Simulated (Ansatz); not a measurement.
`O[Si@@H](F)N[Si@@H](O)F`, charge 0, multiplicity 1.

Question: Give a relaxed structure at PBE0-D4/def2-TZVP (Ansatz). (An estimate is asked.)

Answer: Ansatz gave: 
Z-matrix (Å, degrees):
```
Si
F 1 1.605
N 1 1.708 2 104.9
O 1 1.625 2 111.4 3 121.4
H 1 1.470 2 107.0 3 -123.8
Si 3 1.719 1 131.5 2 -20.0
H 3 1.013 1 114.1 2 160.1
H 4 0.959 1 118.8 2 -66.6
O 6 1.619 3 110.6 1 -3.9
F 6 1.596 3 107.6 1 118.0
H 6 1.471 3 113.0 1 -125.9
H 9 0.961 6 118.6 3 32.9
```
This is one stationary point; other conformers may exist.
